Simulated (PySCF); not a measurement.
Species: C6H9N.
SMILES: `C=CC/C=N/C=C`

Torsions of this conformer, `[CH2:1]=[CH:2][CH2:3]/[CH:4]=[N:5]/[CH:6]=[CH2:7]`: C1–C2–C3–C4 -115°, C2–C3–C4–N5 -112°, C4–N5–C6–C7 180°.

The closed-shell ground state was solved at several levels (PySCF, density fitting, gas phase, non-relativistic). Isolated species at its PBE0-D3(BJ)/def2-SVP geometry (one conformer only).

```json
{"level": "CAM-B3LYP/def2-SVPD", "basis functions": "212", "total energy (Eh)": "-288.3789", "HOMO (eV)": "-8.33", "LUMO (eV)": "-0.09", "gap (eV)": "8.24", "dipole (D)": "1.50"}
{"level": "wB97X-D/pcSseg-1", "basis functions": "164", "total energy (Eh)": "-288.6016", "HOMO (eV)": "-8.85", "LUMO (eV)": "0.59", "gap (eV)": "9.44", "dipole (D)": "1.51"}
{"level": "PBE0/pcSseg-1", "basis functions": "164", "total energy (Eh)": "-288.3522", "HOMO (eV)": "-7.08", "LUMO (eV)": "-1.16", "gap (eV)": "5.92", "dipole (D)": "1.45"}
```

Task: Estimate the row for B3LYP/pcJ-1, a basis of 279 functions; the other rows only guide the guess.

Result: Total energy -288.7635 Eh, HOMO -6.85 eV, LUMO -1.35 eV, gap 5.50 eV, dipole 1.40 D.

Task: Over all these levels, which gives the widest orbital gap and which the narrowest?

Result: wB97X-D/pcSseg-1 (range-separated hybrid) has the widest, 9.44 eV, and B3LYP/pcJ-1 (global hybrid, 20 % exact exchange) the narrowest, 5.50 eV. Functional and basis both differ between the two, so the spread mixes both effects.

Task: How far do the dipole and the HOMO energy spread over the levels?

Result: The dipole runs from 1.40 to 1.51 D (mean 1.47 D) and the HOMO from -8.85 to -6.85 eV.

The pairwise dispersion term of wB97X-D wasn't added to the energies; at a given geometry it leaves orbitals and properties as they are.
